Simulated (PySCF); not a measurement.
CHF2O3S, SMILES O=S(=O)(O)[C](F)F, multiplicity 2.

The structure is a stationary point at TPSSh-D3(BJ)/def2-SVP. The isomer is the one that the SMILES or the coordinates give; other isomers of the formula were not compared. Other conformers were not sampled.

Level of theory: PBE0/def2-TZVP (PySCF).

Isolated molecule, no solvent.

```yaml
total_energy: -861.78002 hartree
"α spin, highest occupied and lowest empty level": -8.12 and 0.02 eV
"β spin, highest occupied and lowest empty level": -9.99 and -3.32 eV
dipole_moment: 2.65 D
quadrupole, principal values (traceless, Buckingham form, about the centre of nuclear charge): -6.17, -3.74, 9.90 D·Å
mean_static_polarisability: 42.1 bohr³ (6.23 Å³)
polarisability_principal_values: 37.7, 43.5, 44.9 bohr³
"⟨S²⟩": 0.754 (pure state 0.75)
```
